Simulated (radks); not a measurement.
Species: Lu46+. Configuration: [Ar] 3d7. Calculated with a radial shooting solver on a logarithmic mesh with Libxc functionals: Dirac Kohn-Sham, relativistic LDA (MacDonald-Vosko exchange, VWN5 correlation), spin-unpolarised, spherical densities, finite nucleus; open shells fill j = l - 1/2 first; Fermi nuclear charge, rms radius 5.37 fm.

Spin-orbit splittings of the eigenvalues, e(l+1/2) - e(l-1/2), with zeta = 2 splitting/(2l+1) and mean radii in bohr:

\begin{tabular}{lrrrrr}
shell & occ. & splitting (eV) & zeta (eV) & <r> j=l-1/2 & <r> j=l+1/2 \\ \hline
2p & 6 & 1113 & 741.7 & 0.06735 & 0.07483 \\
3p & 6 & 259.4 & 173.0 & 0.1945 & 0.2069 \\
3d & 7 & 58.94 & 23.58 & 0.1796 & 0.1835 \\
\end{tabular}
